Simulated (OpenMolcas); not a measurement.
# Levels of Co VII by method

```json
{
  "Program": "OpenMolcas",
  "Basis": "ANO-RCC-VQZP [7s6p4d3f2g1h]",
  "Scalar Hamiltonian": "DKH2, point nucleus",
  "Active space": "3 electrons in 10 orbitals (3d 4d)",
  "State averaging": "2S+1 = 4 even, 10 roots; 2S+1 = 2 even, 40 roots",
  "Spin-orbit coupling": "state interaction with AMFI integrals over the reference wave functions, term energies averaged over their components"
}
```

Methods on the same reference wave functions:
A. CASSCF
B. SS-CASPT2, IPEA 0.25 Eh, imaginary shift 0.1 Eh (closed shells correlated: 3s 3p)
C. MS-CASPT2, IPEA 0.25 Eh, imaginary shift 0.1 Eh (closed shells correlated: 3s 3p)

Energies in cm-1 above 3d3 4F 3/2, the measured ground level; measured values from Sugar and Corliss, J. Phys. Chem. Ref. Data 10, 1097 (1981).

```tsv
Level	A	B	C	Measured
3d3 4F 3/2	0.0	0.0	0.0	0.0
3d3 4F 5/2	725	731	731	698
3d3 4F 7/2	1698	1707	1707	1610
3d3 4F 9/2	2882	2890	2890	2723
3d3 4P 1/2	25279	21940	21940	21096
3d3 4P 3/2	25517	22170	22170	21304
3d3 2G 7/2	25993	23740	23740	
3d3 4P 5/2	26463	23130	23130	22187
3d3 2G 9/2	26934	24710	24710	
3d3 2P 3/2 [58 %]	34298	30200	30200	
3d3 2P 1/2	34326	30510	30510	
3d3 2H 9/2	34404	33100	33100	
3d3 2H 11/2	35083	33810	33810	
3d3 2D 3/2(1) [61 %]	37867	33460	33470	
3d3 2D 5/2(1)	38088	33380	33370	
3d3 2F 7/2	58740	53280	53280	
3d3 2F 5/2	59148	53690	53690	
3d3 2D 5/2(2)	90953	83340	83350	
3d3 2D 3/2(2)	91399	83780	83770
```

Deviations, from unrounded energies. A percentage is the sum of absolute deviations over the sum of measured energies, with the sign that they share, or ± where signs differ.

```json
{"Against measurement": "mean absolute deviation (cm-1)", "Levels": "6", "A": "2200", "B": "490", "C": "490"}
{"Against measurement": "fine structure of the ground term (%)", "Levels": "3", "A": "+5.5", "B": "+5.9", "C": "+5.8"}
{"Against measurement": "other terms of the ground configuration (%)", "Levels": "3", "A": "+19.6", "B": "+4.1", "C": "+4.1"}
```

B, C lie about equally close to measurement and A furthest from it. The largest miss of C in the table is 3d3 4P 5/2, by +940 cm-1. The ranking rests on the paired levels alone, and a cruder setting can come out closer through cancelling errors.

Between B and C the level of the table that moves most is 3d3 2D 5/2(1), by 12 cm-1 (lowest in C, highest in B). Moves below CASPT2's spread within the term are not significant.

The two smallest mean deviations differ by little beside CASPT2's spread within terms, so their order carries little weight.

From A to B the spin-free energies of the other terms of 3d3 shown, above 4F, scale by factors of 0.86 to 0.96, as is usual when dynamic correlation screens the repulsion within a d or f shell.

The lowest spin-free term lies below A's lowest term by 0.341 hartree in B, 0.341 hartree in C.

CASPT2 does not keep the components of a term degenerate, so their means are used; among the terms shown or strongly mixed into the levels shown the widest spread is 720 cm-1 (3d3 4F, C). Active for correlation alone: 4d; no level in the range computed is led by a configuration that fills it, so any true level of that kind is missing. Without dynamic correlation excited terms often stand tens of per cent too high (terms of higher spin than the ground term too low), and those without a measured partner can miss by more than the paired ones (holds for A). The CASPT2 spread within a term exceeds the gap to the next term for 3d3 2D(1) and 3d3 2H, so the order of their levels is uncertain (holds for C). Measured partners are found by configuration, term and J. A level has none where our copy of the source lacks it or the pairing is in doubt (some pairs that miss far off the trend of their configuration count as doubtful), and it then counts in no deviation. Levels of configurations outside the active space are missing.

A share in square brackets marks a mixed level and gives the weight of the term that names it, the lowest over the columns. A number in round brackets counts repeated terms of one configuration in the order of the reference energies.
